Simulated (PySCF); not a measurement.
# Radial density of Mg (magnesium, neutral)

UHF, [Ne] 3s1 3p1, high-spin 3P determinant (an excited configuration). Computed with PySCF 2.14 in aug-cc-pCVTZ-DK with one added diffuse shell each of s, p, d, f type (9s8p6d4f, 91 functions), with scalar relativity by spin-free X2C-1e.

```
r (bohr)  4πr²ρ (e/bohr)  4πr²(ρα − ρβ)
 0.00188         0.05297         0.0001
 0.00316          0.1400         0.0002
 0.00531          0.3655         0.0005
 0.00893          0.9274         0.0014
  0.0150           2.231         0.0033
  0.0253           4.879         0.0070
  0.0425           9.087         0.0125
  0.0715           12.93         0.0156
   0.120           12.11         0.0102
   0.202           7.793         0.0149
   0.340           9.050         0.0665
   0.572           10.84         0.0623
   0.962           4.817        -0.0060
    1.62          0.7944         0.2678
    2.72          0.6182         0.6108
    4.58          0.3177         0.3177
    7.70         0.03082         0.0308
    13.0       0.0001921         0.0002
```

Densities and radii are taken from the X2C orbitals without a picture-change correction, which distorts them close to the nucleus.

Question: Where is the radial spin density 4πr²(ρα − ρβ) most negative, and why is it negative at all?

Answer: Around r = 0.962 bohr, down to -0.0060 e/bohr: exchange with the open shell polarises the paired shells in an unrestricted calculation.
